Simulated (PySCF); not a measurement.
C3H9BFN, SMILES CCCB(F)N. Geometry optimised at B3LYP-D3(BJ)/def2-SVP. The values are those of a single conformer.

Q: Give the equilibrium geometry at B3LYP-D3(BJ)/def2-SVP (PySCF confirms it by a frequency run) as a Z-matrix, and its point group. (An estimate is asked for; the answer gives what the named calculation found.)

A: This is not unique; one that fits is point group Cs.
```
C
H 1 1.1074
H 1 1.1074 2 104.26
C 1 1.5322 2 110.00 3 -117.91
H 4 1.1056 1 109.37 2 -65.14
H 4 1.1056 5 105.79 1 117.69
C 4 1.5283 5 109.13 6 117.30
H 7 1.1020 4 111.88 5 -57.58
H 7 1.1028 8 107.70 4 -122.29
H 7 1.1028 8 107.70 9 -115.41
B 1 1.5768 2 107.55 3 113.99
F 11 1.3510 1 118.54 2 -55.89
N 11 1.3999 12 117.34 1 180.00
H 13 1.0112 11 123.16 12 180.00
H 13 1.0134 14 114.44 11 180.00
```
